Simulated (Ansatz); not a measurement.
`[CH3][Zr]([CH3])([OH])[OH]` at its PBE0-D4/def2-TZVP geometry, where that method's forces vanish. Charge 0, multiplicity 1. Zr: def2 effective core potential.

```xyz
13

C    -1.0094   -1.6472   -0.3146
Zr    0.1672    0.2434   -0.4410
C     0.4977    0.9031    1.6637
O     1.8766   -0.1686   -1.2123
O    -0.9177    1.5637   -1.3166
H    -1.9614   -1.4737    0.2020
H    -0.4569   -2.4069    0.2519
H    -1.2422   -2.0750   -1.2961
H    -0.4612    1.0699    2.1698
H     1.0734    1.8325    1.7375
H     1.0417    0.1346    2.2266
H     2.6535   -0.2015   -1.7622
H    -1.2613    2.2258   -1.9087
```

**Question.** What forces (eV/Å) does PBE-D4/def2-TZVPP give on these atoms in the Gaussian-basis code of Ansatz? (An estimate is asked.)

**Answer.** The calculation gave: 
```
C1   0.045  0.072 -0.021
Zr2 -0.030 -0.044  0.079
C3  -0.005 -0.013 -0.086
O4  -0.135 -0.079  0.205
O5  -0.022 -0.149  0.209
H6  -0.177  0.040  0.093
H7   0.109 -0.138  0.103
H8  -0.046 -0.085 -0.180
H9  -0.181  0.033  0.087
H10  0.107  0.173  0.020
H11  0.104 -0.145  0.098
H12  0.383  0.001 -0.294
H13 -0.153  0.334 -0.314
```
